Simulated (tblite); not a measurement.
Task: Give a GFN2-xTB geometry of `n1nc(C#N)ncc1C1CC1`.

Result: 
```
atom  x, y, z in Å
N1     5.0144    0.4185   -1.0864
C2     3.9167    0.2462   -0.8135
C3     2.5489    0.0340   -0.4780
N4     2.2147   -1.1510    0.0551
C5     0.9468   -1.3029    0.3477
C6     0.0186   -0.2696    0.1085
C7    -1.4012   -0.3975    0.4199
C8    -2.4039    0.2834   -0.4864
C9    -2.1611    0.8318    0.8701
N10    0.4506    0.8723   -0.4290
N11    1.7002    1.0254   -0.7197
H12    0.6534   -2.2520    0.7776
H13   -1.6774   -1.3502    0.8539
H14   -1.9991    0.8241   -1.3275
H15   -3.3253   -0.2414   -0.6862
H16   -2.9104    0.6955    1.6345
H17   -1.5929    1.7454    0.9493
```

Orientation and origin are arbitrary. Atoms count from 1 in this order. The 6 C–C bonds span 1.409 Å (C5–C6, aromatic) to 1.514 Å (C7–C9, drawn single), a spread of 0.105 Å. Of the pairs four or more bonds apart, N10···H14 is among the closest relative to their van der Waals radii: 2.61 Å, 95 % of the sum of Bondi's values. The 6-membered ring C3–N4–C5–C6–N10–N11 has internal angles of 115.6° to 124.9° (sum 720°, against 720° for a flat polygon); it is planar, 0.00 Å rms from its mean plane, widest ring torsion 0°. The 5 C–N bonds span 1.144 Å (N1≡C2, drawn triple) to 1.342 Å (C3–N4, aromatic), a spread of 0.198 Å.

Bonds between heavy atoms (Å): N1≡C2 1.144, C2–C3 1.424, C3–N4 1.342, N4–C5 1.310, C5–C6 1.409, C6–C7 1.459, C7–C8 1.513, C8–C9 1.483, C6–N10 1.334, N10–N11 1.292, C3–N11 1.327, C7–C9 1.514.

Computed geometry: GFN2-xTB, gas phase.

Point group: Cs (every atom within 0.08 Å of its image). Its GFN2-xTB frequencies are all real (lowest 31 cm⁻¹). One conformer, not necessarily the lowest (C5–C6–C7–C8 -146°). 2 starts were optimised and ended at 0.00 and 0.73 kcal/mol (GFN2-xTB); the lowest of these is shown.
